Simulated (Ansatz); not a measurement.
One change: `C[SiH2][SiH](F)F` becomes `C=C[SiH2][SiH](F)F`.

Ansatz, PBE0-D4/def2-TZVP geometries, multiplicity 1. Each molecule was computed in one conformer, which needn't be the lowest.

| property | `C[SiH2][SiH](F)F` |
| --- | --- |
| HOMO–LUMO gap (PBE/def2-TZVPP) / eV | 5.76 |
| LUMO energy (ωB97M-V/def2-TZVPP) / eV | 1.29 |
| HOMO–LUMO gap (PBE0/def2-TZVPP) / eV | 7.84 |
| HOMO energy (ωB97M-V/def2-TZVPP) / eV | -10.30 |
| HOMO–LUMO gap (ωB97M-V/def2-TZVPP) / eV | 11.58 |
| LUMO energy (PBE0/def2-TZVPP) / eV | -0.40 |

(1) Give the same properties after the change, and the shifts. (Best estimate.)

Answers

(1) Ansatz gave: 
| property | `C=C[SiH2][SiH](F)F` | shift |
| --- | --- | --- |
| HOMO–LUMO gap (PBE/def2-TZVPP) / eV | 4.81 | -0.95 |
| LUMO energy (ωB97M-V/def2-TZVPP) / eV | 1.00 | -0.29 |
| HOMO–LUMO gap (PBE0/def2-TZVPP) / eV | 6.89 | -0.95 |
| HOMO energy (ωB97M-V/def2-TZVPP) / eV | -9.96 | 0.34 |
| HOMO–LUMO gap (ωB97M-V/def2-TZVPP) / eV | 10.96 | -0.62 |
| LUMO energy (PBE0/def2-TZVPP) / eV | -0.99 | -0.59 |

With PBE0 the HOMO rises by 0.35 eV and the LUMO falls by 0.59 eV, so the gap narrows by about 0.94 eV. PBE moves the HOMO by 0.24 eV and ωB97M-V by 0.34 eV.
